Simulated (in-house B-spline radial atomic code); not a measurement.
# LDA VWN5 excitations of the boron ion B³⁺

Method: LDA VWN5. Computed with an all-electron radial atomic-structure program (B-spline basis): linear response of the closed shell 1s2 with the functional's adiabatic kernel; non-relativistic, point nucleus, no spin-orbit coupling, no double excitations, S, P, D and F terms only.

Command:
```bash
python run_td.py task.json out
```
Settings (radii: box in bohr, nucleus in fm):
```
Z                        5
electrons                2
configuration            1s2
hamiltonian              nr
method                   lda,vwn
box_radius               23.08
intervals                47
```

Cost of the run: 1 thread of Intel(R) Xeon(R) Platinum 8488C (Sapphire Rapids) (shared host).

The lowest states, in the order of their Tamm-Dancoff energies; the method's threshold (minus the highest occupied level) is 229.14 eV. Labels give the largest channel, * marks a mixed state, and oscillator strengths are full-response dipole values. Semilocal kernels can invert the small singlet-triplet splittings of Rydberg terms. Energies in eV:

| state | full response | Tamm-Dancoff | oscillator strength |
| --- | --- | --- | --- |
| 1s → 2s 3S | ? | ? | - |
| 1s → 2s 1S | 190.16 | 190.23 | - |
| 1s → 2p 3P | 191.67 | 191.69 | - |
| 1s → 2p 1P | 193.42 | 193.44 | 0.493 |
| 1s → 3s 3S | 212.63 | 212.64 | - |
| 1s → 3s 1S | 213.40 | 213.42 | - |
| 1s → 3p 3P | 213.96 | 213.96 | - |
| 1s → 3p 1P | 214.41 | 214.41 | 0.099 |
| 1s → 3d 1D | 215.16 | 215.16 | - |
| 1s → 3d 3D | 215.22 | 215.22 | - |
| 1s → 4s 3S | ? | ? | - |
| 1s → 4s 1S | 220.63 | 220.63 | - |
| 1s → 4p 3P | 220.86 | 220.86 | - |
| 1s → 4p 1P | 221.04 | 221.04 | 0.0377 |
| 1s → 4d 1D | 221.31 | 221.31 | - |
| 1s → 4d 3D | 221.33 | 221.33 | - |

**Question.** Where does 1s → 4s 3S lie?

**Answer.** At 220.33 eV in full response, 220.33 eV in Tamm-Dancoff.

**Question.** Where does 1s → 2s 3S lie?

**Answer.** At 186.87 eV in full response, 186.88 eV in Tamm-Dancoff.

**Question.** How large is the singlet-triplet splitting of 1s → 2s (S terms) in Tamm-Dancoff?

**Answer.** 3.35 eV, from the unrounded values.

**Question.** What polarisabilities and dispersion coefficient does the method give?

**Answer.** Dipole 0.02094 bohr³, quadrupole 0.003898 bohr⁵, C6 0.00284 hartree·bohr⁶ for two such species.
